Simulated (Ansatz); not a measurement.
`[CH3][Ge]([CH3])([CH3])[Ge]([CH3])([CH3])[Ge]([CH3])([CH3])[Ge]([CH3])([CH3])[CH3]`, relaxed as a singlet with RKS PBE-D4/def2-SVP in Ansatz, starting from the GFN2-xTB geometry. Force threshold 0.03 eV/Å.

Single mean-field runs in def2-SVP are fitted with def2-universal-jkfit.

Start:

```xyz
44

C    -3.133    3.130   -1.715
Ge   -2.048    1.467   -1.881
C    -3.321   -0.046   -2.109
C    -0.965    1.629   -3.542
Ge   -0.613    1.083    0.078
C     0.908    2.374    0.063
C    -1.623    1.482    1.750
Ge    0.308   -1.192    0.202
C     0.803   -1.767   -1.642
C    -1.121   -2.456    0.781
Ge    2.256   -1.393    1.689
C     1.908   -0.456    3.410
C     2.690   -3.288    2.125
C     3.877   -0.592    0.858
H    -2.493    4.002   -1.621
H    -3.752    3.258   -2.598
H    -3.782    3.087   -0.846
H    -3.971    0.126   -2.962
H    -2.791   -0.981   -2.266
H    -3.944   -0.156   -1.225
H    -0.297    2.483   -3.478
H    -0.364    0.739   -3.704
H    -1.611    1.767   -4.404
H     0.544    3.397    0.031
H     1.510    2.253    0.960
H     1.547    2.211   -0.800
H    -1.958    2.516    1.754
H    -0.991    1.322    2.618
H    -2.495    0.840    1.840
H     1.560   -1.112   -2.063
H     1.194   -2.781   -1.637
H    -0.069   -1.740   -2.289
H    -1.984   -2.376    0.125
H    -1.444   -2.241    1.796
H    -0.759   -3.480    0.748
H     2.759   -0.554    4.079
H     1.723    0.601    3.248
H     1.038   -0.879    3.905
H     3.552   -3.330    2.784
H     2.925   -3.849    1.225
H     1.857   -3.775    2.622
H     3.716    0.454    0.618
H     4.724   -0.662    1.535
H     4.132   -1.116   -0.059
```

(1) Estimate the energy that the relaxation releases and the steps that it takes.

(2) Does the start keep its bonding and symmetry?

(3) Predict the relaxed structure.

## Answers

(1) 27.8 kJ/mol, in 4 steps; 12 s on 2 threads of AMD EPYC 7R13 on a shared host and a share (18 GiB) of an NVIDIA H100 80GB HBM3. No frequencies were taken in this run, so the end may be a saddle point.

(2) By distances, no bond broke or formed. The bond that changes most is C13–H39, from 1.09 to 1.11 Å (atoms count from 1). Point group C2 at the start, C2 at the end, both within 0.05 Å.

(3) 
Cartesian coordinates in Å:
```
C -3.069 3.092 -1.655
Ge -2.006 1.430 -1.839
C -3.253 -0.095 -2.042
C -0.902 1.562 -3.477
Ge -0.571 1.094 0.112
C 0.946 2.378 0.057
C -1.595 1.442 1.779
Ge 0.281 -1.198 0.155
C 0.812 -1.755 -1.678
C -1.163 -2.420 0.763
Ge 2.205 -1.360 1.655
C 1.830 -0.411 3.353
C 2.620 -3.252 2.069
C 3.793 -0.533 0.811
H -2.403 3.973 -1.563
H -3.718 3.235 -2.543
H -3.712 3.046 -0.755
H -3.922 0.065 -2.912
H -2.692 -1.038 -2.203
H -3.880 -0.215 -1.136
H -0.203 2.419 -3.408
H -0.307 0.639 -3.622
H -1.548 1.707 -4.367
H 0.572 3.421 0.019
H 1.577 2.266 0.961
H 1.578 2.201 -0.836
H -1.978 2.482 1.787
H -0.947 1.297 2.667
H -2.457 0.751 1.860
H 1.590 -1.079 -2.084
H 1.216 -2.788 -1.669
H -0.064 -1.729 -2.357
H -2.035 -2.355 0.083
H -1.495 -2.154 1.786
H -0.801 -3.468 0.774
H 2.691 -0.502 4.046
H 1.647 0.666 3.165
H 0.935 -0.834 3.851
H 3.492 -3.315 2.752
H 2.861 -3.811 1.143
H 1.756 -3.743 2.558
H 3.604 0.535 0.583
H 4.669 -0.597 1.490
H 4.046 -1.051 -0.135
```
Bond lengths: 10 × C–Ge 1.98 to 1.99 Å; 3 × Ge–Ge 2.45 Å; 30 × C–H 1.11 Å.
